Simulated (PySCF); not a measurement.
Compound: Si₄H₁₀.
SMILES with atom numbers: `[SiH3:1][SiH2:2][SiH2:3][SiH3:4]`

Method: delta-SCF UKS SCAN, pcX-2 on the ionised atom, pcseg-1 elsewhere, spin-free X2C in PySCF. These are vertical core ionisation energies against the vacuum level, from separate self-consistent calculations with and without the core hole.

Some binding energies are withheld.

```json
{"atom(s)": "Si1/Si4", "bonded to": "3 H and Si", "level": "Si 1s", "binding energy (eV)": "?"}
{"atom(s)": "Si2/Si3", "bonded to": "2 H and 2 Si", "level": "Si 1s", "binding energy (eV)": "1845.85"}
{"atom(s)": "Si1/Si4", "bonded to": "3 H and Si", "level": "Si 2p3/2", "binding energy (eV)": "?"}
{"atom(s)": "Si2/Si3", "bonded to": "2 H and 2 Si", "level": "Si 2p3/2", "binding energy (eV)": "106.18"}
```

(1) Fill in Si 1s for Si1/Si4.

(2) Fill in Si 2p3/2 for Si1/Si4.

Answers

(1) 1846.16 eV (SiH3 silicon). The other listed Si 1s value is that of Si2/Si3; the shift against it is +0.31 eV.

(2) 106.45 eV (SiH3 silicon), with 2p1/2 at 107.07 eV. The other listed Si 2p3/2 value is that of Si2/Si3; the shift against it is +0.27 eV.

Lowest listed Si 1s: Si2/Si3, bonded to 2 H and 2 Si. Highest, 0.31 eV above it: Si1/Si4, bonded to 3 H and Si. Summing the Pauling electronegativity differences to the bonded atoms, each weighted by its formal bond order, gives +0.60 for the lowest site and +0.90 for the highest.

Task: Which photon energy gives electrons from Si 2p3/2 of Si2/Si3 a kinetic energy of 50 eV, and what is their de Broglie wavelength?

Result: hν = 106.18 + 50 = 156.18 eV, recoil neglected; λ = 12.264 Å/√(E/eV) = 1.73 Å.

The first atom of each set that the bonding makes equivalent was ionised and stands for the set. The 2p values add to the ΔSCF energy of one spin-free hole a correction within the shell (spin–orbit coupling, ligand field). 2p1/2 minus 2p3/2 (ligand field included): Si 0.62 eV. The structure is a single PBE0-D3(BJ)/def2-SVP conformer in the gas phase; no vibrational or solvent corrections.

Conformer computed: `[SiH3:1][SiH2:2][SiH2:3][SiH3:4]`: Si1–Si2–Si3–Si4 -179°.
